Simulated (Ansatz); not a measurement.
Basis sets compared for GeClF3. The state is a singlet with charge 0. Geometry PBE-D4/def2-SVP. Ansatz on 4 threads of Arm Neoverse V1 on a shared host; times are rough, and most runs start from earlier orbitals.

Cartesian coordinates in Å:
```
Ge -0.007 0.048 0.005
Cl 0.299 -2.037 -0.223
F -1.622 0.391 0.508
F 0.269 0.886 -1.478
F 1.062 0.711 1.188
```

The 6-31G sets use Cartesian d functions. B3LYP takes the VWN-RPA correlation.

Binding counts from free atoms (Ge triplet, Cl doublet, F doublet) in the same basis, without a counterpoise term.

```csv
level,functions,energy (Eh),HOMO (eV),LUMO (eV),binding per atom (eV),wall time
HF/STO-3G,42,-2800.5435,-11.16,7.11,2.21,0.15 s
HF/6-31G,69,-2832.8787,-14.70,0.79,1.98,0.35 s
HF/def2-TZVP,178,-2833.4986,-14.25,2.01,2.53,1.2 s
PBE-D4/def2-SVP,92,-2835.4598,-8.87,-3.11,3.82,0.6 s
PBE-D4/def2-TZVP,178,-2836.2676,-9.09,-3.34,3.81,1.2 s
r2SCAN-D4/def2-TZVP,178,-2836.8894,-9.52,-3.04,3.73,2.7 s
B3LYP-D4/6-31G,69,-2836.4868,-10.54,-3.36,3.25,0.75 s
B3LYP-D4/def2-TZVP,178,-2837.1065,-10.35,-2.64,3.61,1.6 s
PBE0-D4/def2-SVP,92,-2835.5444,-10.54,-2.13,3.61,0.85 s
PBE0-D4/def2-TZVP,178,-2836.3498,-10.66,-2.27,3.64,1.6 s
```

Task: Estimate the rows for PBE-D4/def2-TZVPD, r2SCAN-D4/def2-TZVPD, PBE0-D4/def2-TZVPD.

Result: 
```json
{"level": "PBE-D4/def2-TZVPD", "functions": "220", "energy (Eh)": "-2836.2716", "HOMO (eV)": "-9.16", "LUMO (eV)": "-3.48", "binding per atom (eV)": "3.80", "wall time": "1.7 s"}
{"level": "r2SCAN-D4/def2-TZVPD", "functions": "220", "energy (Eh)": "-2836.8925", "HOMO (eV)": "-9.55", "LUMO (eV)": "-3.13", "binding per atom (eV)": "3.74", "wall time": "4 s"}
{"level": "PBE0-D4/def2-TZVPD", "functions": "220", "energy (Eh)": "-2836.3531", "HOMO (eV)": "-10.69", "LUMO (eV)": "-2.42", "binding per atom (eV)": "3.64", "wall time": "2.9 s"}
```
